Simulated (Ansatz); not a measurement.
Basis sets compared for In(PF3)H3 (InPH₃F₃). Charge 0, multiplicity 1. Geometry r2SCAN-D4/def2-SVP. Ansatz on 4 threads of Intel Xeon on a shared host; times are rough, and most runs start from earlier orbitals.

```tsv
atom	x (Å)	y (Å)	z (Å)
In1	0.1227	1.5660	-0.5757
P2	-0.0865	-1.0840	0.3948
F3	-1.3152	-1.9787	-0.0661
F4	-0.1962	-1.3060	1.9634
F5	1.0897	-2.1049	0.0845
H6	1.5676	1.8595	0.3325
H7	-1.4147	2.0048	0.0888
H8	0.2325	1.0433	-2.2221
```

In the def2 sets In takes a core potential; there is no spin–orbit coupling.

Binding counts from free atoms (In doublet, P quartet, F doublet, H doublet) in the same basis, without a counterpoise term.

| level | functions | energy (Eh) | HOMO (eV) | LUMO (eV) | binding per atom (eV) | wall time |
| --- | --- | --- | --- | --- | --- | --- |
| PBE-D4/def2-SVP | 101 | -832.0730 | -6.92 | -1.71 | 2.92 | 3.3 s |
| PBE-D4/def2-TZVP | 198 | -832.6040 | -6.99 | -2.10 | 2.98 | 5.5 s |
| r2SCAN-D4/def2-TZVP | 198 | -832.9657 | -7.28 | -1.90 | 2.94 | 7 s |
| PBE0-D4/def2-SVP | 101 | -832.0977 | -8.15 | -0.86 | 2.78 | 6 s |
| PBE0-D4/def2-TZVP | 198 | -832.6260 | -8.18 | -1.19 | 2.88 | 6.5 s |

(1) Estimate the rows for PBE-D4/def2-TZVPD, r2SCAN-D4/def2-TZVPD, PBE0-D4/def2-TZVPD.

## Answers

(1) 
```tsv
level	functions	energy (Eh)	HOMO (eV)	LUMO (eV)	binding per atom (eV)	wall time
PBE-D4/def2-TZVPD	246	-832.6068	-7.02	-2.18	2.98	11 s
r2SCAN-D4/def2-TZVPD	246	-832.9680	-7.30	-1.95	2.94	13 s
PBE0-D4/def2-TZVPD	246	-832.6283	-8.19	-1.27	2.87	14 s
```
